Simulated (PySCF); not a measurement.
## Correlation energy of Tl⁺ (thallium, charge +1)

[Xe] 4f14 5d10 6s1 6p1, high-spin 3P determinant (an excited configuration). All numbers are calculated (PySCF 2.14, scalar relativity by spin-free X2C-1e, in aug-cc-pwCVTZ-DK3). Frozen: [Xe] 4f14 5d10; 2 electrons correlated.

Total MP2 correlation energy: -2.10 mhartree.

Same-spin part -2.10 and opposite-spin part 0.00 mhartree; SCS-MP2 scales them by 1/3 and 6/5 to -0.70 mhartree.
